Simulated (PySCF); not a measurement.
Optical rotation: `C=C1[C@H](Cl)[C@H]1[O][GeH3]`, C4H7ClGeO

Cartesian coordinates in Å; atom numbers follow the order of the lines, from 1:
```xyz
14

C    -1.4272   -1.4751   -0.2609
C    -1.0412   -0.2254   -0.1919
C    -1.0650    1.0513    0.5272
Cl   -2.5080    2.0584    0.4696
C    -0.2330    0.8761   -0.7303
O     1.1489    0.8867   -0.6651
Ge    2.1627   -0.2286    0.2357
H    -2.1132   -1.8967    0.4569
H    -1.0853   -2.1230   -1.0528
H    -0.5598    1.1412    1.4815
H    -0.5816    1.3805   -1.6276
H     1.9836   -1.6260   -0.2833
H     3.4894    0.3607   -0.0827
H     1.8292   -0.1806    1.7015
```

Level of theory: TDDFT CAM-B3LYP/def2-SVPD circular dichroism and optical rotation, one conformer, gas phase in PySCF 2.14.0. Geometry: GFN2-xTB.

The molecule is flexible and this is one conformer; a measurement averages over conformers. The calculation is non-relativistic, which matters for the atoms heavier than Zn.

Stereocentres: C3 S, C5 S.

(1) What is the specific rotation at 633, 589.3, 546, 436, 405, 365, 355 nm?

(2) And for the mirror image at 589.3 nm?

(3) What is the molar rotation [Φ] = [α]·M/100 of the geometry above at 589.3 nm?

Answers

(1) [α] in deg dm⁻¹ (g/mL)⁻¹:
```
λ (nm)  origin-invariant length gauge  modified velocity gauge  length gauge (centre of mass)  isotropic polarisability (au)
   633                         -112.8                   -125.6                         -114.0                           95.2
 589.3                         -136.0                   -151.4                         -137.4                           95.7
   546                         -167.4                   -186.3                         -169.1                           96.2
   436                         -332.1                   -368.6                         -334.8                           98.4
   405                         -429.6                   -476.3                         -432.8                           99.4
   365                         -644.3                   -713.1                         -648.3                          101.2
   355                         -725.8                   -802.8                         -730.0                          101.8
```

(2) +136.0 deg dm⁻¹ (g/mL)⁻¹ (origin-invariant length gauge): the same size and the opposite sign.

(3) With M = 179.18 g/mol, -243.6 deg cm² dmol⁻¹ (origin-invariant length gauge).

The first excitation lies at 5.17 eV (240 nm) with R = -18.3 × 10⁻⁴⁰ esu² cm² (velocity form).
